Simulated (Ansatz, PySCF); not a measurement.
SiClF2I, SMILES F[Si](F)(Cl)I. Atoms are numbered in the order given.

```xyz
5

F      1.2852     1.3157     1.2912
Si     0.3983     0.9648     0.0000
F      1.2852     1.3157    -1.2912
Cl    -1.2592     2.1477     0.0000
I     -0.1378    -1.3906     0.0000
```
Charge 0, spin multiplicity 1.

The structure is a stationary point at B3LYP-D3(BJ)/def2-SVP. The def2 effective core potentials stand for the cores of I; spin–orbit coupling is left out.

Vertical ionisation energy (IE) and electron affinity (EA) in eV. Rows of orbital energies are one-electron estimates. Where ΔSCF, EOM or ADC give a negative EA the extra electron is unbound and the value depends on the basis.

```tsv
level	IE	EA
−ε(HOMO), −ε(LUMO), CAM-B3LYP/def2-TZVP (PySCF)	9.74	0.26
ΔSCF, CAM-B3LYP/def2-SVPD (Ansatz), final states of multiplicity 2 and 2	10.88	-0.12
```

What vertical singlet–triplet gap does ΔSCF give with CAM-B3LYP/def2-SVPD (Ansatz, a first-principles code)? (An estimate is asked for; the answer gives what the named calculation found.)

5.33 eV (triplet above singlet where positive).
